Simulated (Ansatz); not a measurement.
Coupled-cluster diagnostics for GaMe2(acac) (C₇H₁₃GaO₂), Ansatz.

Geometry of the singlet (r2SCAN-D4/def2-SVP):

Cartesian coordinates in Å:
```
Ga -0.290 -0.773 1.371
C 1.130 -2.032 1.863
H 1.897 -2.069 1.073
H 0.740 -3.052 2.007
H 1.624 -1.730 2.801
C -1.976 -0.306 2.255
H -2.471 0.519 1.720
H -1.817 0.010 3.298
H -2.667 -1.164 2.269
O -0.728 -1.124 -0.510
C -0.414 -0.397 -1.512
C -0.864 -0.922 -2.846
C 0.301 0.815 -1.441
C 0.766 1.403 -0.248
C 1.512 2.706 -0.299
O 0.606 0.916 0.921
H -0.573 -0.274 -3.682
H -0.445 -1.930 -2.995
H -1.960 -1.038 -2.833
H 0.504 1.338 -2.376
H 1.600 3.111 -1.315
H 2.518 2.558 0.126
H 1.004 3.437 0.350
```

Correlated methods freeze 18 core orbitals; core or outer-core shells of Ga are correlated, in sets that lack core-valence functions.

(1) Estimate the CCSD(T) correlation energy, the shares of MP2 and (T), T1 and the reference's ⟨S²⟩ for: charge 0, singlet, own geometry in def2-TZVP; and the rough time on 2 threads of AMD EPYC 7R13 on a shared host and a share (18 GiB) of an NVIDIA H100 80GB HBM3.

Results:

(1) 
```json
{"state": "charge 0, singlet, own geometry", "basis": "def2-TZVP", "correlation (eV)": "-53.779", "MP2 share (%)": "92.7", "(T) share (%)": "4.2", "T1": "0.015", "⟨S²⟩ (pure)": "0.00 (0.00)", "wall time": "30 s"}
```
Customary marks for T1 are 0.02 (closed shells), 0.045 (open shells) and about 0.05 (3d metals). T1 stays under 0.02 throughout.
